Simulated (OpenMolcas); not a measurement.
An OpenMolcas run meant for Te4+ (ANO-RCC-VTZP, DKH3; inactive shells 1s 2s 2p 3s 3p 3d 4s 4p 4d; intended active space 2 electrons in 4 orbitals (5s 5p)). One step of its input:

```
&CASPT2
Multistate=3 1 2 3
Frozen=9 9
IPEA=0.25
Shift=2.0
MaxIter=60
WThr=0.0 0.3 0.05
PrWF=0.5
NoMix
```

The run finished. Its levels beside those of a sound run (SS-CASPT2, IPEA 0.25 Eh, imaginary shift 0.1 Eh (closed shells correlated: 4d)), in cm-1 above each run's lowest level:

```csv
Level,This run,Usual run
5s2 1S0,0.0,0.0
5s 5p 3P* 0,74488,74692
5s 5p 3P* 1,77249,77410
5s 5p 3P* 2,84387,84591
5s 5p 1P* 1,111766,109422
```

**Question.** Which setting is unsound, and how much does it matter here?

**Answer.** The level shift is far above the usual 0.1 to 0.3 hartree and damps the second-order energy. Against the sound run the excited levels shown move by 730 cm-1 on average and by 2300 cm-1 at most.

Some high roots are left out of the spin-orbit mixing, which shifts the levels that they would mix with. Levels of configurations outside the active space are missing.

* marks odd parity.
